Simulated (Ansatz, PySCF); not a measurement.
The pair A = CH4 (SMILES C) (first 5 atoms), B = CH4O (SMILES CO); geometry from B3LYP-D3(BJ)/def2-TZVP.
(charge 0, multiplicity 1):
```tsv
atom	x (Å)	y (Å)	z (Å)
C	-0.0721	0.0307	-0.1567
H	0.0458	0.2660	-1.2132
H	-0.6491	-0.8896	-0.0623
H	0.9115	-0.1037	0.2922
H	-0.5942	0.8483	0.3387
C	0.6568	0.2704	3.5832
O	-0.6918	0.0023	3.2294
H	1.2668	-0.6396	3.6064
H	0.6423	0.6995	4.5842
H	1.1254	0.9922	2.9050
H	-0.7063	-0.3762	2.3448
```

Rows in 6-31G* carry no dispersion term and start afresh at each structure (6-31G* with six Cartesian d functions).

The values were computed with Ansatz (Gaussian basis) for Hartree–Fock, density functionals and correlated methods; PySCF for 6-31G* rows. 

Total energies (hartree), monomers frozen at their geometry in the pair:

```
structure                 HF/6-31G*  PBE/def2-TZVPPD  B3LYP/def2-TZVPPD
---------------------  ------------  ---------------  -----------------
AB                     -155.2297947     -156.0996635       -156.3195598
A in the pair's basis   -40.1951660      -40.4643457        -40.5391754
B in the pair's basis  -115.0354403     -115.6343410       -115.7805077
A                       -40.1950595      -40.4643046        -40.5391371
B                      -115.0347016     -115.6343030       -115.7804726
```

Work out the interaction energy without and with the counterpoise correction, and the superposition error, for each level.


E(AB) − E(A) − E(B), times 627.509 kcal/mol, with the monomers in their own basis and then in the pair's basis:
- HF/6-31G*: -0.02 uncorrected, 0.51 corrected; the monomers gain 0.53 kcal/mol from borrowed functions
- PBE/def2-TZVPPD: -0.66 uncorrected, -0.61 corrected; the monomers gain 0.05 kcal/mol from borrowed functions
- B3LYP/def2-TZVPPD: 0.03 uncorrected, 0.08 corrected; the monomers gain 0.05 kcal/mol from borrowed functions

Ansatz is a first-principles code.
